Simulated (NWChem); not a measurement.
System: ZrH₄O; SMILES [OH][ZrH3]

Computed with NWChem. Coordinates come from a PBE0/def2-SVP optimisation. def2 effective core potentials on Zr; no spin-orbit coupling. Level: PBE0/def2-SVPD; rows give the wavelength of the field.

Q: Order these by “isotropic polarisability (bohr³)”, lowest first: 589 nm; static; 1065 nm.

A: static (54.7), 1065 nm (55.6), 589 nm (57.9)
